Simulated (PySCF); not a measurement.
## Bonding in `CCCPCCOC`

Compound: C6H15OP.
Atom-mapped SMILES: `[CH3:1][CH2:2][CH2:3][PH:4][CH2:5][CH2:6][O:7][CH3:8]` (hydrogens: H9, H10, H11 on C1; H12, H13 on C2; H14, H15 on C3; H16 on P4; H17, H18 on C5; H19, H20 on C6; H21, H22, H23 on C8)

Structure used (GFN2-xTB), in Å, numbered top down from 1:
```
atom  x, y, z in Å
C1     2.7273   -0.1951    1.3002
C2     2.6318    0.2541   -0.1509
C3     1.2380    0.0098   -0.7216
P4    -0.0492    1.0346    0.1476
C5    -1.4451    0.8198   -1.0781
C6    -1.9406   -0.6193   -0.9185
O7    -1.6508   -1.1092    0.3727
C8    -2.5295   -0.6552    1.3724
H9     2.5246   -1.2608    1.3809
H10    3.7178    0.0034    1.7035
H11    1.9917    0.3375    1.9011
H12    2.8708    1.3191   -0.2189
H13    3.3657   -0.2901   -0.7526
H14    0.9633   -1.0390   -0.5811
H15    1.2159    0.2371   -1.7927
H16    0.3755    2.2554   -0.4179
H17   -2.2256    1.5415   -0.8234
H18   -1.1204    1.0151   -2.1020
H19   -1.3977   -1.2796   -1.5999
H20   -3.0153   -0.7077   -1.1319
H21   -2.2213   -1.1449    2.2941
H22   -3.5649   -0.9304    1.1383
H23   -2.4668    0.4306    1.5079
```

Bond orders from the PBE0/pcSseg-1 density (PySCF). Geometry: GFN2-xTB, one conformer, isolated molecule.

Task: How far do the computed orders between heavy atoms stray from the drawn ones?

Result: The largest departure is 0.079, at O7–C8 (drawn single, 0.921).

Task: Give the Mayer order of every bond between heavy atoms, beside its length.

Result: 
```json
{"bond": "C1–C2", "drawn as": "single", "length (Å)": "1.522", "Mayer order": "1.049"}
{"bond": "C2–C3", "drawn as": "single", "length (Å)": "1.526", "Mayer order": "1.041"}
{"bond": "C3–P4", "drawn as": "single", "length (Å)": "1.861", "Mayer order": "0.964"}
{"bond": "P4–C5", "drawn as": "single", "length (Å)": "1.870", "Mayer order": "0.984"}
{"bond": "C5–C6", "drawn as": "single", "length (Å)": "1.530", "Mayer order": "0.995"}
{"bond": "C6–O7", "drawn as": "single", "length (Å)": "1.411", "Mayer order": "0.926"}
{"bond": "O7–C8", "drawn as": "single", "length (Å)": "1.406", "Mayer order": "0.921"}
```

By pair of heavy elements: C–C: lowest C5–C6 (0.995, 1.530 Å), highest C1–C2 (1.049, 1.522 Å). C–P: lowest C3–P4 (0.964, 1.861 Å), highest P4–C5 (0.984, 1.870 Å); in 1 of the 1 pairs the longer bond (by over 0.003 Å) has the higher order (by 0.02 or more). C–O: all 2 within 0.02 of one another (0.921 to 0.926).

Task: And the bonds to hydrogen?

Result: C–H: 0.93 to 0.98 (14 bonds); H–P: 0.92 (1 bond).

Task: Sum the orders of all bonds at each heavy atom with more than one neighbour and set the sums beside the valence in the SMILES.

Result: C1 3.943 (drawn 4), C2 3.995 (drawn 4), C3 3.879 (drawn 4), P4 2.871 (drawn 3), C5 3.866 (drawn 4), C6 3.832 (drawn 4), O7 1.847 (drawn 2), C8 3.808 (drawn 4). Orders between atoms that aren't bonded are not in these sums.

The Mayer order sums products of elements of PS (density times overlap matrix) between the two atoms' basis functions, so it depends on the basis set.
